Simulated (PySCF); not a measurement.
Harmonic spectrum computed at PBE0 in the def2-TZVP basis family (core potentials from Rb on, PySCF, no spin–orbit coupling):

| ω (cm⁻¹) | IR (km/mol) |
| --- | --- |
| 386 | 182 |
| 550 | 3.2 |
| 2186 | 37.8 |

Which molecule gave it? In each, all ligands are bound to the one heavy central atom.
A. HTlO (singlet)
B. HSnO (doublet)
C. HAuO (triplet)
D. HBiO (singlet)
E. HIrO (triplet)

C. It has Cs symmetry with Au–H 1.584 Å, Au–O 1.905 Å.
